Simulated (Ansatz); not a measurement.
Basis-set extrapolation for C₂H₇AlO (PBE0-D4/def2-TZVP geometry, frozen core, the Gaussian-basis code of Ansatz). Multiplicity 1, RHF reference.

```tsv
	def2-TZVPP	def2-QZVPP
HF	-396.637655	-396.652354
MP2 correlation	-0.678336	-0.726203
CCSD(T) correlation	-0.745153	not run
```

Energies in hartree. Use E(X) = E(∞) + A·exp(−7.88·√X) for Hartree–Fock and E(X) = E(∞) + B·X^(−2.97) for correlation, with X = 3 and 4, and add CCSD(T) minus MP2 of the smaller set to the MP2 limit.

Q: What is the CCSD(T) energy at the basis-set limit?

A: HF limit: -396.652354 + (-0.014699) × 0.13774 = -396.65438. MP2 limit: -0.726203 + (-0.047867) × 0.74074 = -0.76166. Higher-order term: -0.745153 − (-0.678336) = -0.06682. Total: -397.48286 hartree, 2.72 eV below CCSD(T)/def2-TZVPP.
